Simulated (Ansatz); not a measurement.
C2H7FSSi can be A, `C[Si](C)(F)S`, or B, `C[SiH2]SCF`.

Computed with Ansatz on PBE0-D4/def2-TZVP structures; ΔE is electronic, products minus reactants. CCSD(T)/CBS adds triple-zeta CCSD(T) − MP2 to the extrapolated MP2 energy (def2 sets, frozen cores). Functionals use def2-TZVPP. Each species was taken in one conformer, which may not be the lowest.

**Question.** Which is lower in electronic energy at CCSD(T)/CBS, and by how much? (An estimate is asked.)

**Answer.** Computed: A, by 291.9 kJ/mol.

**Question.** Give E(B) − E(A) in kJ/mol with CCSD(T)/def2-TZVPP, r2SCAN-D4, ωB97M-V, CCSD/def2-TZVPP, PBE-D4, PBE0-D4, MP2/def2-TZVPP. (Best estimate.)

**Answer.** Computed: CCSD(T)/def2-TZVPP 288.2, r2SCAN-D4 286.9, ωB97M-V 287.0, CCSD/def2-TZVPP 291.0, PBE-D4 267.9, PBE0-D4 278.1, MP2/def2-TZVPP 298.1. None reverses the order clearly.

Largest T1 diagnostic: 0.011.

From PBE to PBE0 (25 % exact exchange), in def2-TZVPP and without D4, E(B) − E(A) moves by +10.3 kJ/mol.
